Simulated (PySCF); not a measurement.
Computed shifts of a molecule FH₅O₂Si₂, PBE/pcSseg-1 (PySCF), GIAO, gas phase, atoms alike by connectivity averaged where their shifts nearly agree, in ppm (number of nuclei): ²⁹Si: -26.0 (1), -123.9 (1). ¹⁹F: -126.9 (1). ¹H: 3.57 (3), 2.81 (1), 2.39 (1). References: ¹⁷O against H2O (σ = 334.3 ppm); ²⁹Si against TMS (σ = 335.4 ppm); ¹⁹F against CFCl3 (σ = 133.6 ppm); ¹H against TMS (σ = 31.49 ppm), references at their B3LYP-D3(BJ)/def2-TZVP geometries, non-relativistic. Geometry optimised at B3LYP-D3(BJ)/def2-SVP. The values are those of a single conformer.

Which structure fits?
A) O[Si](O)(F)[SiH3]
B) O[SiH2]O[SiH2]F
C) O[SiH](O)[SiH2]F
D) O[SiH2][Si@@H](O)F

A, O[Si](O)(F)[SiH3]
